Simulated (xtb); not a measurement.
CClF$_{3}$, triplet, at the geometry of the source list (a higher spin typed on purpose: for a closed-shell molecule this is an excited state). Base run: GFN2-xTB (xtb).

The xtb input:
```
$ xtb mol.xyz --gfn 2 --uhf 2 --json

# file mol.xyz
5

F     -0.57610000    -0.63500000    -1.04370000
C     -0.07440000    -0.00180000     0.00350000
F     -0.57130000     1.22370000     0.02310000
F     -0.47540000    -0.62840000     1.09700000
Cl     1.69720000     0.04150000    -0.08000000
```

Each row names what was changed in the base input (with any setting that the change needs).

```
change         ΔE vs base (mEh)  dipole (D)  G_solv (kcal/mol)  SCF cycles
-------------  ----------------  ----------  -----------------  ----------
base                      0.000        0.57                  -          10
acc = 30                  0.000        0.57                  -           8
etemp = 10000           -70.671        1.01                  -          10
file = coord              0.000        0.57                  -          10
gbsa = chcl3             -3.046        0.90              -2.25          10
alpb = thf               -2.558        0.80              -1.77          10
acc = 0.0001              0.000        0.57                  -          18
alpb = dmf               -2.893        0.78              -1.94          10
```

ALPB and GBSA are two models with their own fitted parameters for each solvent, which aren't always the measured dielectric constant.
